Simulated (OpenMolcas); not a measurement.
**Nd3+: moving or changing the point charges**

Nd3+ among 8 point charges of -1 e arranged as a cube (Oh), 2.3 Å from the ion.

```yaml
Program: OpenMolcas 26.06
Method: CASSCF
Basis: ANO-RCC-VTZP [8s7p5d3f2g1h]
Scalar_Hamiltonian: DKH2, point nucleus
Active_space: 3 electrons in 7 orbitals (4f)
State_averaging: 2S+1 = 4 odd, 35 roots; 2S+1 = 2 odd, 89 roots kept (CI in the orbitals of an earlier block)
Spin-orbit_coupling: RASSI with atomic mean-field integrals over the reference wave functions
```

Runs around this geometry, states (labels of O, the rotations of Oh). Energies in cm-1 above the lowest state or level, χT in cm3 K/mol.

```json
{"R (Å)": "2.3", "Ground state": "4A1", "First state of that spin": "4T1 32.8", "First gap with spin-orbit (degeneracies)": "69.3 (4, 4)", "Width of lowest J": "215", "χT at 300 K": "1.680"}
{"R (Å)": "2.55", "Ground state": "4A1", "First state of that spin": "4T1 19.5", "First gap with spin-orbit (degeneracies)": "45.8 (4, 4)", "Width of lowest J": "124", "χT at 300 K": "1.695"}
{"R (Å)": "2.74", "Ground state": "4A1", "First state of that spin": "4T1 13.7", "First gap with spin-orbit (degeneracies)": "33.9 (4, 4)", "Width of lowest J": "86", "χT at 300 K": "1.699"}
```

Taking the width of the lowest J multiplet as R^-n, n = -ln(86 / 215) / ln(2.74 / 2.3) = 5.2 between the shortest and longest distance.

High states are left out of the spin-orbit mixing, which shifts the levels that they would mix with. Point charges carry no covalency, so the field is a model and not that of real ligands. A group larger than the point group allows holds several states that coincide in this model. No measured value stands beside these numbers.
